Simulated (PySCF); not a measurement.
Gas-phase reaction: TiCl4 + 2 H + O → TiCl3OH + HCl

Computed with PySCF and rigid-rotor harmonic-oscillator thermochemistry at 1 bar. † marks an energy on the PBE0/def2-TZVP geometry and frequencies. CCSD(T) freezes the core. Open shells (unrestricted): H (multiplicity 2), O (multiplicity 3); the rest are closed-shell singlets. Spin-orbit splitting is ignored; it lowers the true energy and changes the entropy of O. TiCl3OH: computed as isolated molecules; such fragments, hydroxides, amides, oligomers or adducts are transient or little studied in the gas. CCSD(T) isn't extrapolated to the basis-set limit. Warning, large T1 diagnostic: TiCl4, TiCl3OH (CCSD(T)/def2-SVP†).

r2SCAN/def2-TZVP† gives ΔH°(298 K) = -894 kJ.

Question: What do CCSD(T)/def2-SVP†, ωB97X-V/def2-TZVP†, BLYP/def2-TZVP† give?

Answer: CCSD(T)/def2-SVP†: -851 kJ; ωB97X-V/def2-TZVP†: -906 kJ; BLYP/def2-TZVP†: -908 kJ. For scale, ΔH°(298 K) is -894 kJ at this level, -909 kJ at ωB97M-V/def2-TZVP†, and runs from -1314 to -587 kJ over the 19 levels computed.
